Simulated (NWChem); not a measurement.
GeClF, singlet; SMILES [Cl][Ge][F]

Results from NWChem. Pople sets run with spherical d functions. Low-valent species are run as closed-shell singlets; no triplet was tried in these runs. Coordinates come from a PBE-D3(BJ)/def2-SVP optimisation. B3LYP is NWChem's, with the RPA form of VWN correlation. Ions are spin-unrestricted doublets at the neutral geometry; other ion states weren't tried.

Q: Among these, which level gives the lowest value of “vertical ionisation energy, ΔSCF (eV)”?
A) Hartree-Fock/6-31G*
B) CAM-B3LYP/6-31G*
C) PBE/6-31G*
D) BHandHLYP/6-31G*

A: A, Hartree-Fock/6-31G*. Values: Hartree-Fock/6-31G* 10.21; PBE/6-31G* 10.64; BHandHLYP/6-31G* 10.93; CAM-B3LYP/6-31G* 10.99
